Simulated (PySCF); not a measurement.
Computed vibrations of [WH3(H2O)2]−

[WH3(H2O)2]− (triplet). PySCF 2.14.0, UKS PBE, W def2-SVP with ECP60, H def2-SVP, O def2-SVP; non-relativistic Hamiltonian with scalar-relativistic core potentials where named; density fitting; no spin-orbit coupling. Central differences of gradients.

```xyz
10

W     0.1683    0.1683    0.0358
H    -0.2578   -0.2578    1.6595
H     1.8793   -0.1482   -0.3307
H    -0.1482    1.8793   -0.3307
O    -2.3647    0.4963   -0.1622
H    -1.9618    1.3669   -0.3945
H    -1.8295   -0.1236   -0.8018
O     0.4963   -2.3647   -0.1622
H     1.3669   -1.9618   -0.3945
H    -0.1236   -1.8295   -0.8018
```

Run from Python with OMP_NUM_THREADS=2. Where DIIS fails, smearing, a level shift and second-order steps follow.
It took 2.4 min on 2 threads of Arm Neoverse V2, with other jobs on the host.

Task: What are the harmonic wavenumbers and infrared intensities?

Result: Modes are labelled in Cs; negative numbers are unstable modes, those under 60 cm⁻¹ near the noise; a finer grid moves soft modes by up to 10 cm⁻¹.
```csv
cm⁻¹,km/mol,symmetry
90,0.5,a'
124,77.3,a''
166,16.1,a'
277,13.2,a'
305,18.1,a''
337,21.1,a''
415,11.7,a'
432,4.1,a''
461,13.4,a'
532,61.9,a''
566,41.5,a'
629,131.6,a'
645,18.5,a'
651,29.4,a''
752,392.8,a''
1488,54.2,a'
1491,344.6,a''
1675,408.7,a''
1697,248.7,a'
1833,165.3,a'
2582,712.9,a''
2644,296.9,a'
3526,43.4,a'
3528,8.8,a''
```

Task: Is this a minimum?

Result: Yes. Ideal gas at 298.15 K and 1 bar: S = 372.6 J/(mol K), Cp = 121.3 J/(mol K), H − H(0 K) = 23.1 kJ/mol (rigid rotor, harmonic modes, spin degeneracy alone).

Open shells may have lower solutions than the one found.
